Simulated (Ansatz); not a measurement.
Basis-set extrapolation for F$_{2}$H$_{4}$O$_{4}$Si$_{2}$, SMILES `O[SiH](O)O[Si](O)(F)F` (PBE0-D4/def2-TZVP geometry, frozen core, Ansatz). Multiplicity 1, RHF reference.

```
                       def2-TZVPP    def2-QZVPP
                 HF  -1079.230439  -1079.275110
    MP2 correlation     -1.669777     -1.817033
CCSD(T) correlation     -1.740676       not run
```

Energies in hartree. Use E(X) = E(∞) + A·exp(−7.88·√X) for Hartree–Fock and E(X) = E(∞) + B·X^(−2.97) for correlation, with X = 3 and 4, and add CCSD(T) minus MP2 of the smaller set to the MP2 limit.

**Question.** What is the CCSD(T) energy at the basis-set limit?

**Answer.** HF limit: -1079.275110 + (-0.044671) × 0.13774 = -1079.28126. MP2 limit: -1.817033 + (-0.147256) × 0.74074 = -1.92611. Higher-order term: -1.740676 − (-1.669777) = -0.07090. Total: -1081.27827 hartree, 806.4 kJ/mol below CCSD(T)/def2-TZVPP.
